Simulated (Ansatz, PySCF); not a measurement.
Species: InF, net charge 0, singlet state. SMILES: [F][In]
Coordinates optimised at B3LYP-D3(BJ)/def2-TZVP (Ansatz, an electronic-structure program):
```xyz
2

In     0.0000     0.0000    -0.3120
F      0.0000     0.0000     1.6989
```
Charge 0, spin multiplicity 1.

Property: atomisation energy (electronic, to ground-state atoms), in eV. Valence correlation only, unless marked. UHF or UKS for open shells. No spin-orbit coupling. The frozen core is the preceding noble-gas configuration, with the filled d and f shells of earlier blocks. In def2 rows, elements after Kr have scalar-relativistic effective core potentials. The coupled-cluster limit lacks core correlation, which all-electron functionals hold. CBS marks a two-point X^-3 extrapolation of the correlation energy; Hartree-Fock from the larger set.

```tsv
level	program	atomisation energy (eV)	minus last row	rough core time
HF/def2-TZVPP	Ansatz	3.64	-2.02	-
HF/def2-TZVPPD	Ansatz	3.67	-1.99	-
SVWN5/def2-TZVPD	Ansatz	6.61	0.95	under 20 s
revPBE-D4/def2-TZVPD	Ansatz + dftd4	5.61	-0.05	under 20 s
PBE0/def2-TZVPD	Ansatz	5.43	-0.23	under 20 s
MN15-D3(BJ)/def2-TZVPD	PySCF + dftd3	5.58	-0.08	-
HSE06-D3(BJ)/def2-TZVPD	Ansatz + dftd3	5.45	-0.21	under 20 s
CAM-B3LYP/def2-TZVPD	Ansatz	5.62	-0.04	under 20 s
LC-wPBE/def2-TZVPD	Ansatz	5.59	-0.07	under 20 s
B2GP-PLYP-D4/def2-TZVPD	Ansatz + dftd4	5.59	-0.07	under 20 s
SCS-MP2/def2-TZVPPD	Ansatz	5.66	0.00	-
CCSD/def2-QZVPP	Ansatz	5.42	-0.24	-
CCSD(T)/def2-QZVPPD	Ansatz	5.59	-0.07	under 20 s
CCSDT/def2-SVP	Ansatz	5.01	-0.65	under 20 s
CCSD(T)/CBS(def2-TZVPPD,def2-QZVPPD)	Ansatz	5.66	0.00	23 s
```

Core times are rough, on shared machines, summed over the molecules involved; a dash marks a level read off another run, or run on other hardware, by another program or under a memory cap.
